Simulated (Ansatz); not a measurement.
`[BH2][GeH]([CH3])[OH]` + `C[O][SnH]([CH3])[NH2]` → `[BH2][GeH]([CH3])[NH2]` + `C[O][SnH]([CH3])[OH]`  (redistribution)

Computed with Ansatz on PBE0-D4/def2-TZVP structures; ΔE is electronic, products minus reactants. CCSD(T)/CBS adds triple-zeta CCSD(T) − MP2 to the extrapolated MP2 energy (def2 sets, frozen cores). DFT in def2-TZVPP. B3LYP here is the variant with VWN-RPA as its local correlation; programs differ in this. Elements past krypton have def2 core potentials. For Ge, Sn outer-core shells are correlated without core-valence functions, which leaves a few kJ/mol of doubt a bond. Scalar relativity is left out up to krypton. One conformer a species, not always the lowest.

```
             level  ΔE (kcal/mol)  difference from CCSD(T)/CBS
            PBE-D4            0.2                         -0.2
           PBE0-D4            0.5                          0.1
          B3LYP-D4            0.5                          0.1
           ωB97X-V            0.6                          0.2
           ωB97M-V            0.7                          0.3
            r2SCAN            0.3                         -0.1
CCSD(T)/def2-TZVPP            0.8                          0.4
      HF/CBS(def2)            0.9                          0.5
     MP2/CBS(def2)            0.3                         -0.1
    CCSD/CBS(def2)            0.4                          0.0
       CCSD(T)/CBS            0.4                            0
```

Largest T1 diagnostic among the species: 0.013.
